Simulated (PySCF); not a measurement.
**Dipole moment and polarisability of `CC1=CC=C[P@H]1=O`**

Species: C5H7OP.
Numbering: `[CH3:1][C:2]1=[CH:3][CH:4]=[CH:5][P@H:6]1=[O:7]` (hydrogens: H8, H9, H10 on C1; H11 on C3; H12 on C4; H13 on C5; H14 on P6)

Structure used (GFN2-xTB), in Å, numbered top down from 1:
```
atom  x, y, z in Å
C1    -2.064   -0.246    0.042
C2    -0.582   -0.194    0.007
C3     0.296   -1.206    0.062
C4     1.698   -0.823   -0.002
C5     1.938    0.489   -0.114
P6     0.354    1.366   -0.122
O7     0.034    2.301   -1.201
H8    -2.468    0.447   -0.695
H9    -2.429   -1.251   -0.164
H10   -2.433    0.063    1.021
H11    0.016   -2.246    0.132
H12    2.468   -1.579    0.029
H13    2.906    0.953   -0.174
H14    0.265    1.924    1.156
```

Level: CAM-B3LYP/def2-SVPD (PySCF), static field, nuclei fixed, core orbitals frozen in the response. The polarisability tensor in these axes (au):

```
x   90.44 -2.18 -0.42
y   -2.18 88.64 -3.87
z   -0.42 -3.87 59.38
```

Task: Diagonalise the tensor; give its mean and Δα, where Δα² is half the sum of the squared differences of the eigenvalues.

Result: Principal values 58.86, 87.60 and 92.01 au; mean 79.49 au = 11.78 Å³ = 13.11 × 10⁻⁴⁰ C²·m²/J; Δα = 31.18 au (39 % of the mean).

Task: What is the dipole moment, and where does it point?

Result: (0.49, -3.59, 2.79) D, 4.58 D in size, pointing from the negative to the positive side. Measured along this direction, the outermost atoms are O7 at the negative end and H11 at the positive end.

Task: Form Σ f/ω² (atomic units) for the 8 lowest TDDFT singlets, given as eV and f, and set it beside the mean polarisability, which is this sum over all singlets: 4.08, 0.0428; 4.91, 0.0257; 5.02, 0.0036; 6.74, 0.0010; 6.78, 0.0065; 7.22, 0.0340; 7.26, 0.0054; 7.39, 0.0081.

Result: They add up to 3.58 au, 4.5 % of the 79.49 au; the largest single term is 1.90 au, from the state at 4.08 eV. Terms in order: 1.90, 0.79, 0.11, 0.02, 0.10, 0.48, 0.08, 0.11 au. Higher excitations give the rest. The strengths listed sum to 0.127.

Task: Along which axes do the principal values lie, and how far do the nuclei extend along each?

Result: Largest value along (0.81, -0.59, 0.06), where the nuclei span 5.21 Å; middle along (0.59, 0.80, -0.12), 4.92 Å; least along (0.02, 0.13, 0.99), 2.29 Å. The response follows the extents in order.

Task: Refractivity n − 1 of an ideal gas of it at 350 K and 1 atm, from the electronic α?

Result: N = p/kT = 2.0968 × 10¹⁹ cm⁻³, so n − 1 = 2π × N × 11.78 × 10⁻²⁴ cm³ = 1552 × 10⁻⁶ at long wavelengths, for an ideal gas.

Task: Find the Langevin capture rate constant for H3+ (3.023 u) meeting this molecule (114.023 u), k = 2.342 × 10⁻⁹ cm³/s × √(α in Å³ / reduced mass in u).

Result: The reduced mass is 2.95 u, so k = 4.68 × 10⁻⁹ cm³/s. The formula leaves out the permanent dipole, which adds to the capture rate.

Geometry: GFN2-xTB; no solvent, vibrations or thermal averaging.
